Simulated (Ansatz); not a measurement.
Compare A (`[F][Zn][CH2]BCl`) with its isomer B (`F[B]([ZnH])CCl`).

Program: Ansatz. Geometries: PBE0-D4/def2-TZVP. ΔE: electronic, gas phase. CBS: MP2 limit from def2 TZ/QZ plus the TZ coupled-cluster correction, frozen cores. Functionals use def2-TZVPP. B3LYP here is the variant with VWN-RPA as its local correlation; programs differ in this. For Zn outer-core shells are correlated without core-valence functions, which leaves a few kJ/mol of doubt a bond. Scalar relativity is left out up to krypton. Each species was taken in one conformer, which may not be the lowest.

Question: Which is lower in electronic energy at CCSD(T)/CBS, and by how much? (Best estimate.)

Answer: Ansatz gave: A, by 164.3 kJ/mol.

Question: Give E(B) − E(A) in kJ/mol with r2SCAN-D4, ωB97M-V, B3LYP, PBE-D4, CCSD/def2-TZVPP, B3LYP-D4, PBE0-D4. (Best estimate.)

Answer: Ansatz gave: r2SCAN-D4 156.9, ωB97M-V 147.7, B3LYP 148.9, PBE-D4 144.7, CCSD/def2-TZVPP 157.2, B3LYP-D4 147.5, PBE0-D4 149.2. None reverses the order clearly.

Largest T1 diagnostic: 0.015.

From PBE to PBE0 (25 % exact exchange), in def2-TZVPP and without D4, E(B) − E(A) moves by +4.4 kJ/mol.
